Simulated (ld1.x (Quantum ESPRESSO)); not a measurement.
# Transferability test, PAW potential for cobalt (Co)

ld1.x (Quantum ESPRESSO) 7.5 input, shortened:

```
&input
   title='Co', zed=27., rel=1, dft='PBE', iswitch=3,
   config='[Ar] 3d7 4s2 4p0'
 /
 &inputp
   pseudotype=3, lpaw=.true., tm=.true., lloc=-2, rcloc=1.95,
   nlcc=.true., new_core_ps=.true., rcore=1.25,
   which_augfun='BESSEL', rmatch_augfun=0.95
 /
6
4S  1  0   2.00   0.00  2.10  2.45  0.0
4S  1  0   0.00   0.40  2.10  2.45  0.0
4P  2  1   0.00   0.00  2.60  3.20  0.0
4P  2  1   0.00   4.05  2.60  3.20  0.0
3D  3  2   7.00   0.00  1.05  1.40  0.0
3D  3  2   0.00   2.35  1.05  1.40  0.0
 &test
   configts(1)='3d7 4s2 4p0'
 /
```

Energies are relative to the spin-unpolarised reference configuration 3d7 4s2 4p0; without spin polarisation the order of configurations can differ from experiment.

```csv
valence configuration,charge,ΔE all-electron (eV),error AE − PS (meV)
3d7 4s1 4p0,+1,9.030,-0.3
3d6 4s0 4p0,+3,61.686,-245
3d7 4s1.5 4p0,+0.5,3.602,-0.2
3d8 4s1 4p0,0,-1.203,-58
3d7 4s0 4p2,0,8.979,-4.6
```

Problem. What are ΔE and the potential's error for 3d7 4s0 4p0?

Solution. ΔE = 25.816 eV all-electron; the error (AE − PS) is +0.2 meV.

Problem. What are ΔE and the potential's error for 3d7 4s1 4p1?

Solution. ΔE = 4.351 eV all-electron; the error (AE − PS) is -1.3 meV.

Levels in the configuration 3d6 4s0 4p0:

| level | all-electron (eV) | pseudo (eV) |
| --- | --- | --- |
| 3d | -45.166 | -45.764 |
